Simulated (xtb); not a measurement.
H₄N, SMILES [NH4+], charge +1. All values are semi-empirical tight-binding results from xtb (GFN2-xTB unless named), good for trends rather than for accurate numbers. The structure is a stationary point at GFN2-xTB. The isomer is the one that the SMILES or the coordinates give; other isomers of the formula were not compared.

Optimised geometry:

```xyz
5

N      0.0000     0.0000     0.0000
H      0.5944    -0.5944     0.5944
H     -0.5944    -0.5944    -0.5944
H     -0.5944     0.5944     0.5944
H      0.5944     0.5944    -0.5944
```
Charge +1, spin multiplicity 1.

Question: Estimate the properties. (The exact figures need the calculation; the answer reports its results.)

Answer: 
```json
{
  "point_group_as_xtb_finds_it": "Td",
  "orbital_gap": "14.58 eV",
  "zero_point_energy": "28.5 kcal/mol",
  "G − E(el) at 298.15 K (modified RRHO)": "17.7 kcal/mol",
  "static polarisability (D4 model)": "12.8 bohr³",
  "solvation energy, GFN2-xTB/ALPB(water)": "-86.4 kcal/mol",
  "solvation energy, GFN2-xTB/ALPB(thf)": "-71.1 kcal/mol"
}
```

Computed IR lines (harmonic; lines under 4 % of the strongest left out, lines within 3 cm⁻¹ merged):
ν (cm⁻¹): 1339 (vs), 3267 (s) (against the strongest line: vs over 80 %, s over 45 %, m over 15 %, w over 4 %, vw less)

Computed atomic charges:
charges (e) N1 -0.22, H2 0.31, H3 0.31, H4 0.31, H5 0.31.
